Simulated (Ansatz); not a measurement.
Program: Ansatz. Geometries: PBE0-D4/def2-TZVP. ΔE: electronic, gas phase. CBS: MP2 limit from def2 TZ/QZ plus the TZ coupled-cluster correction, frozen cores. This one scheme is used for every species. Functionals use def2-TZVPP. B3LYP here is the variant with VWN-RPA as its local correlation; programs differ in this. For Br outer-core shells are correlated without core-valence functions, which leaves a few kJ/mol of doubt a bond. Scalar relativity is left out up to krypton. Each species was taken in one conformer, which may not be the lowest.

`OBC[SiH3]` + HBr → `OBCBr` + SiH₄  (substitution at a C–Si bond)

```json
{"level": "r2SCAN-D4", "ΔE (kJ/mol)": "64.7"}
{"level": "B3LYP-D4", "ΔE (kJ/mol)": "58.3"}
{"level": "r2SCAN0", "ΔE (kJ/mol)": "65.9"}
{"level": "BHLYP", "ΔE (kJ/mol)": "59.1"}
{"level": "CAM-B3LYP", "ΔE (kJ/mol)": "61.4"}
{"level": "MP2/def2-TZVPP", "ΔE (kJ/mol)": "62.8"}
{"level": "CCSD(T)/def2-TZVPP", "ΔE (kJ/mol)": "60.4"}
{"level": "SCS-MP2/def2-QZVPP", "ΔE (kJ/mol)": "59.3"}
```

What does CCSD(T)/CBS give? (An estimate is asked.)

Computed: +62.2 kJ/mol. The listed levels differ from it by 2.5, -3.9, 3.7, -3.1, -0.8, 0.6, -1.8, -2.9 kJ/mol.

What do rigid-rotor, harmonic-oscillator terms from PBE0-D4/def2-TZVP frequencies (298.15 K, 1 bar) make of the CCSD(T)/CBS value? (Best estimate.)

The calculation gave: ΔZPE = +2.8 kJ/mol, ΔH = +63.7 kJ/mol, ΔS = -6 J/(mol·K), ΔG = +65.5 kJ/mol.

Largest T1 diagnostic among the species: 0.012.

In def2-TZVPP, CCSD(T) changes the Hartree–Fock value by +6.1 kJ/mol (the triples alone add −0.6 kJ/mol) and MP2 by +8.4 kJ/mol. From PBE to PBE0 (25 % exact exchange), in def2-TZVPP and without D4, ΔE moves by +3.5 kJ/mol.
